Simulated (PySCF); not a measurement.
# Dipole response of Se²⁺ (selenium, charge +2)

[Ar] 3d10 4s2 4p2, high-spin 3P determinant. All numbers are calculated (PySCF 2.14, a scalar-relativistic core potential, in aug-cc-pVTZ-PP with one added diffuse shell each of s, d, f type with ECP10MDF (7s5p5d3f, 68 functions)). Coupled (time-dependent) response in atomic units; α is the mean over directions.

```json
{"method": "UHF", "mean α (bohr³)": "9.578", "α xx, yy, zz": "9.609, 9.562, 9.562", "C₆ (like pair)": "44.16", "S(−4)": "25.74"}
{"method": "PBE", "mean α (bohr³)": "9.359", "α xx, yy, zz": "9.203, 9.436, 9.436", "C₆ (like pair)": "42.84", "S(−4)": "23.84"}
{"method": "PBE0", "mean α (bohr³)": "9.358", "α xx, yy, zz": "9.276, 9.399, 9.399", "C₆ (like pair)": "42.86", "S(−4)": "23.80"}
{"method": "CAM-B3LYP", "mean α (bohr³)": "9.253", "α xx, yy, zz": "9.136, 9.312, 9.312", "C₆ (like pair)": "42.12", "S(−4)": "23.30"}
{"method": "BP86", "mean α (bohr³)": "9.312", "α xx, yy, zz": "9.147, 9.395, 9.395", "C₆ (like pair)": "42.54", "S(−4)": "23.57"}
```

S(−4) is the Cauchy moment in α(ω) = α(0) + S(−4) ω² + …

Spin-orbit coupling is absent.

α(iu) at PBE:

```csv
u (hartree),α(iu) (bohr³)
0,9.359
0.0500,9.299
0.100,9.127
0.200,8.499
0.300,7.635
0.500,5.799
0.750,4.000
1.00,2.830
1.50,1.594
2.00,1.021
3.00,0.5299
5.00,0.2232
```

For an ion, C₆ is the dispersion term alone; charge-induced terms of lower order in 1/R come first.

The components differ because the open shell of this determinant is not spherical; for a pure term their mean is the scalar polarisability.

Energies and moments cover only the electrons outside the core potential.
